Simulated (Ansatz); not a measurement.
Correlation energies of C$_{2}$H$_{9}$AlSi, SMILES `C[CH2][AlH][SiH3]` by basis set

```xyz
13

C    -1.798    0.002   -0.103
C    -0.913    1.238    0.051
Al    1.022    0.928    0.131
Si    1.886   -1.375   -0.004
H    -1.567   -0.548   -1.019
H    -2.861    0.256   -0.138
H    -1.661   -0.698    0.726
H    -1.095    1.946   -0.770
H    -1.189    1.799    0.954
H     2.009    2.170    0.282
H     1.322   -2.220    1.092
H     3.370   -1.476    0.083
H     1.474   -2.023   -1.285
```

Total charge 0; spin multiplicity 1. The structure was optimised at the PBE0-D4/def2-TZVP level. It is one conformer, not always the lowest. Frozen core, restricted reference, Ansatz. CBS rows extrapolate triple and quadruple zeta; past MP2 they add the triple-zeta difference.

| basis | HF (Eh) | MP2 corr. |
| --- | --- | --- |
| def2-TZVPP | -611.85558 | -0.56598 |
| def2-QZVPP | -611.87537 | -0.60302 |

Question: Estimate the CCSD correlation energy and the (T) correction in each basis where they were run (hartree).

Answer: 
| basis | CCSD corr. | (T) |
| --- | --- | --- |
| def2-TZVPP | -0.63013 | -0.02253 |
| CBS(def2) | -0.69461 | as TZ |
